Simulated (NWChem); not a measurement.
Species: GaH$_{3}$Se; SMILES [SeH][GaH2]

Program: NWChem. Pople sets run with spherical d functions. Geometry: optimised at PBE0/def2-SVP. Level SCAN/6-31G*: energy and gradient on several grids; changes count from the extra-fine grid, which is no exact limit either.

```tsv
grid	size of the energy change (μHa)	largest change of a gradient component (μHa/bohr)
xcoarse	8000	8000
coarse	2000	1000
medium	6000	400
fine	900	100
xfine	< 10	< 30
```
